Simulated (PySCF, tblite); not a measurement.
Isomers of C5H11NSi. Calculated harmonic vibrations of the isolated species, GFN2-xTB (tblite), most abundant isotopes, no scaling. The method is semi-empirical: single wavenumbers can be off by several per cent or more. Modes of hydrogen on silicon can be 10 to 20 % off. One conformer each.

Electronic energies: PBE0/pcSseg-1 single points on the GFN2-xTB geometries (PySCF, gas phase).

```
                 SMILES  electronic energy, lowest = 0 (kJ/mol)
C1C[C@@H](N2CC2)[SiH2]1                                    41.2
        CC#CCN(C)[SiH3]                                    26.7
     C=C([SiH3])/C=N\CC                                     0.0
```

**Question.** How do GFN2-xTB zero-point energies change the relative energies?

**Answer.** 
```csv
SMILES,ZPE (kJ/mol),of it from modes above 1550 cm⁻¹,electronic (kJ/mol),"with ZPE, lowest = 0 (kJ/mol)",lowest mode (cm⁻¹),rings
C=C([SiH3])/C=N\CC,370.3,204.6,0.0,0.0,17,0
CC#CCN(C)[SiH3],370.6,196.1,26.7,27.0,4,0
C1C[C@@H](N2CC2)[SiH2]1,386.5,188.8,41.2,57.4,73,2
```

The zero-point energies span 16.2 kJ/mol, from `C=C([SiH3])/C=N\CC` to `C1C[C@@H](N2CC2)[SiH2]1`. The order is unchanged.

**Question.** And how do the electronic energies of GFN2-xTB itself compare?

**Answer.** `C=C([SiH3])/C=N\CC` 61.2; `CC#CCN(C)[SiH3]` 0.0; `C1C[C@@H](N2CC2)[SiH2]1` 50.3 kJ/mol, lowest = 0. Against the energies above, taken from the same isomer `C=C([SiH3])/C=N\CC`, the largest difference is 87.9 kJ/mol.
